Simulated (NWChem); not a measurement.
System: PbSiNH5, singlet; SMILES [NH2][Pb][SiH3]

```xyz
8

Pb    -0.2242     0.4344     0.0000
N      1.8986     0.5961     0.0000
H      2.3952     1.4824     0.0004
H      2.5475    -0.1854    -0.0004
Si     0.0013    -2.3166     0.0000
H     -0.6440    -2.9443     1.2035
H      1.4355    -2.7677    -0.0060
H     -0.6546    -2.9459    -1.1969
```
Atoms are numbered in this order, from 1.

Program: NWChem. Low-valent species are run as closed-shell singlets; no triplet was tried in these runs. All runs use the structure optimised with PBE0/def2-SVP. def2 effective core potentials on Pb; no spin-orbit coupling. Level MN15/def2-SVP: energy and gradient on several grids; changes count from the extra-fine grid, which is no exact limit either.

Task: Which is the coarsest grid (xcoarse; xfine; coarse; fine; medium) from which on the energy stays within 100 μHa and each gradient component within 200 μHa/bohr of xfine?

Result: medium.
```json
[
 {"grid": "xcoarse", "size of the energy change (μHa)": "10000", "largest change of a gradient component (μHa/bohr)": "9000", "time, medium = 1 (rough)": "about 1"},
 {"grid": "coarse", "size of the energy change (μHa)": "300", "largest change of a gradient component (μHa/bohr)": "1000", "time, medium = 1 (rough)": "about 1"},
 {"grid": "medium", "size of the energy change (μHa)": "< 10", "largest change of a gradient component (μHa/bohr)": "90", "time, medium = 1 (rough)": "about 1"},
 {"grid": "fine", "size of the energy change (μHa)": "< 10", "largest change of a gradient component (μHa/bohr)": "< 30", "time, medium = 1 (rough)": "about 1"},
 {"grid": "xfine", "size of the energy change (μHa)": "< 10", "largest change of a gradient component (μHa/bohr)": "< 30", "time, medium = 1 (rough)": "2"}
]
```
